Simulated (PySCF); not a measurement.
The vertical singlet excitations below were computed for one of the candidates. The calculation used TDDFT B3LYP/def2-SVPD, vertical, gas phase, core orbitals frozen in the response (PySCF). Geometries: GFN2-xTB, one conformer each.

```csv
state,λ (nm),f
S1,204.3,0.0013
S2,203.3,0.112
S3,195.1,0.031
S4,186.5,0.0003
S5,183.2,0.0051
S6,180.7,0.017
S7,171.2,0.085
S8,169.6,0.137
```

Triplets computed (Tamm–Dancoff): 4.06, 5.18, 5.94 eV.

**Question.** Which candidate is it?
A. `C#CC(C)(C)[SiH2]C`
B. `C#C[C@H](C)C[SiH2]C`
C. `O1C=C[Si@H]1O`
D. `[SiH3]c1ccoc1`

**Answer.** D. Its S1 lies at 6.07 eV; the nearest of the others has S1 at 6.50 eV. S1 is HOMO→LUMO+1 (95%). Löwdin shares by element: HOMO carbon 84% (atoms not listed hold the other 16%); LUMO carbon 55% or more, oxygen 20% (atoms not listed hold the other 26%). At the same level the other candidates give, for their lowest levels:
- `C#C[C@H](C)C[SiH2]C`: 188 nm (f 0.006); 184 nm (f 0.005); 182 nm (f 0.004); 173 nm (f 0.046); 173 nm (f 0.032); T1 5.52 eV; HOMO -7.44, LUMO 0.26 eV
- `O[Si@@H]1C=CO1`: 236 nm (f 0.037); 215 nm (f 0.011); 198 nm (f 0.030); 189 nm (f 0.010); 187 nm (f 0.023); T1 3.80 eV; HOMO -6.66, LUMO -0.63 eV
- `C#CC(C)(C)[SiH2]C`: 191 nm (f 0.005); 189 nm (f 0.021); 187 nm (f 0.050); 186 nm (f 0.013); 177 nm (f 0.004); T1 5.43 eV; HOMO -7.08, LUMO 0.35 eV
